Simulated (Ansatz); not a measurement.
Isolated molecules relaxed with PBE0-D4/def2-TZVP in Ansatz; ΔE leaves out vibrations. CCSD(T)/CBS is the MP2 limit (def2-TZVPP, def2-QZVPP) plus CCSD(T) − MP2 in def2-TZVPP, frozen cores. This one scheme is used for every species. Functionals use def2-TZVPP. HSE06 is defined as in plane-wave codes. For Se outer-core shells are correlated without core-valence functions, which leaves a few kJ/mol of doubt a bond. Scalar relativity is left out up to krypton. One conformer a species, not always the lowest.

Reaction (cleavage of the Si–Al bond): `[F][AlH][SiH2]Cl` + H₂Se → `Cl[SiH2][SeH]` + `[F][AlH2]`

```csv
level,ΔE (kJ/mol)
r2SCAN0-D4,-58.8
HSE06-D4,-51.5
revPBE,-44.5
r2SCAN,-56.3
CAM-B3LYP,-54.9
MP2/def2-TZVPP,-68.8
SCS-MP2/def2-TZVPP,-65.5
SCS-MP2/def2-QZVPP,-67.7
```

Task: What does CCSD(T)/CBS give? (Estimate.)

Result: Computed: -60.5 kJ/mol. The listed levels differ from it by 1.7, 9.0, 16.0, 4.2, 5.6, -8.3, -5.0, -7.2 kJ/mol.

Largest T1 diagnostic among the species: 0.012.

From PBE to PBE0 (25 % exact exchange), in def2-TZVPP and without D4, ΔE moves by −4.8 kJ/mol. At CCSD(T), def2-SVP lies +11.3 kJ/mol from the extrapolated value and def2-TZVPP +4.5 kJ/mol.
